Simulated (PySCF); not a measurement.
**Cu: excitation energy**

Cu [Ar] 3d10 4s1 (2S) → Cu [Ar] 3d9 4s2 (2D), as a difference of total energies. Calculation: PySCF 2.14, in aug-cc-pVDZ-DK (7s6p4d2f, 59 functions); the spin-free X2C one-electron Hamiltonian (Gaussian nucleus). Correlated levels: valence: [Ar] frozen. The calculations carry no spin-orbit coupling.

```csv
method,excitation energy (eV),error (eV)
UHF,-0.196,-1.686
LDA,1.998,+0.508
PBE,1.764,+0.274
PBE0,1.341,-0.149
r2SCAN,1.467,-0.023
BP86,1.736,+0.246
wB97X,1.229,-0.261
BHandHLYP,0.724,-0.766
TPSSh,1.511,+0.021
MP2 (valence),2.202,+0.712
SCS-MP2 (valence),1.709,+0.219
```

Reference: 1.490 eV (measured; NIST levels, between the centres of gravity of the two terms).

Errors of the correlated levels include the incompleteness of this basis and the frozen core.
